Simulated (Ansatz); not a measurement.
Cartesian coordinates in Å:
```
O 0.0275 1.4161 -1.1430
C -0.0117 0.6759 0.0063
I -0.4691 1.8420 1.7849
C -0.7487 -0.6667 -0.0201
Si 1.0919 -0.7908 0.2633
H -0.8749 1.6573 -1.3892
H -1.1014 -0.9430 -1.0121
H -1.4619 -0.8789 0.7679
H 1.9236 -1.2485 -0.8684
H 1.6248 -1.0634 1.6105
```

Charge 0, multiplicity 1. I: def2 effective core potential.

(1) List the ωB97M-V/def2-TZVPP orbital energies in eV (Ansatz 0.2.0). (Best estimate.)

## Answers

(1) Ansatz gave: Occupied: -1807.32, -526.99, -284.21, -281.73, -190.44, -148.44, -136.27, -135.99, -135.97, -102.55, -102.55, -102.53, -55.16, -55.07, -55.06, -54.82, -54.82, -32.51, -24.92, -21.94, -19.77, -17.74, -16.53, -15.53, -14.91, -13.43, -12.59, -11.78, -10.94, -9.57, -9.46, -8.92. Lowest empty: 0.75, 1.62, 2.39, 2.70, 2.93, 3.50, 3.99, 4.15.
